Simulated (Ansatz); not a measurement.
Energy needed to pull apart BF3 (SMILES FB(F)F), singlet, into free ground-state atoms, from the structure below (displaced at random from a GFN2-xTB minimum); no zero-point or spin–orbit terms; open-shell atoms are treated unrestricted, in their ground-state multiplicity.

F1  (0.592, 0.191, 1.129)
B2  (0.011, 0.024, -0.053)
F3  (-0.240, -1.249, -0.416)
F4  (-0.282, 0.985, -0.706)
(Å)

Program: Ansatz 0.2.0. Basis: def2-TZVPP. Cores are frozen in the correlated methods.

```tsv
method	atomization energy (kcal/mol)
PBE-D4	472.2
revPBE-D4	453.6
r2SCAN-D4	463.3
PBE0-D4	457.7
wB97X-V	?
wB97M-V	460.4
HF	353.6
MP2	475.1
CCSD	?
CCSD(T)	448.3
```

What does CCSD give? (Judge from chemistry; the value comes from the calculation.)

The calculation gives: 441.0 kcal/mol, which is about 7.3 kcal/mol less than CCSD(T)/def2-TZVPP.

What does wB97X-V give? (To be estimated.)

By the calculation: 456.8 kcal/mol, which is about 8.6 kcal/mol more than CCSD(T)/def2-TZVPP.

In triple zeta the MP2 and coupled-cluster atomization energies are still short of their basis limit by a few kcal/mol a bond, whereas those of the functionals are nearly converged, so these differences are not deviations from converged CCSD(T).

The T1 diagnostic stays at or below 0.012.

For scale, one of the runs: CCSD(T)/def2-TZVPP forces, 124 basis functions (an equivalent command: `ansatz run in.yaml --threads 4`). The run took 41 s on 4 CPU threads (shared host), with 1.1 GiB of host memory at its peak.
